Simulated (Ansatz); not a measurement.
Dimer: BrH3Sn (SMILES [Br][SnH3]) (first 5 atoms) with NH3 (SMILES N); geometry from B3LYP-D3(BJ)/def2-TZVP, rigid monomers moved along the line of their centres of mass till Sn2···N6 is 3.47 Å.
(charge 0, multiplicity 1):
```tsv
atom	x (Å)	y (Å)	z (Å)
Br	2.3333	-0.3259	0.9776
Sn	0.4383	1.0620	0.0434
H	1.1379	1.6311	-1.4228
H	0.1374	2.3863	1.0683
H	-0.8834	0.0554	-0.3238
N	-0.8597	-0.1499	3.0243
H	-1.7821	0.0261	3.4066
H	-0.7477	-1.1525	2.9238
H	-0.1741	0.1564	3.7054
```

Interaction energies are E(AB) − E(A) − E(B) at the monomers' geometry in the complex; basis-set methods are counterpoise corrected.

Cores are frozen in the correlated methods. Filled d and f shells under p-block atoms count as core. CBS(a, b) extrapolates the correlation energy as X⁻³ and adds the Hartree–Fock energy of set b.

The values were computed with Ansatz (a program for electronic structure). Values without a source in brackets are computed. In def2 rows elements past Kr take small-core potentials, without spin–orbit coupling.

### Question
What is the computed interaction energy (HF/def2-TZVPPD)?

### Answer
-3.1 kcal/mol

### Question
Estimate the interaction energy that CCSD/def2-SVPD returns for this input.

### Answer
-4.3 kcal/mol

### Question
Predict the interaction energy from CCSD(T)/CBS(def2-SVPD, def2-TZVPPD).

### Answer
-4.7 kcal/mol
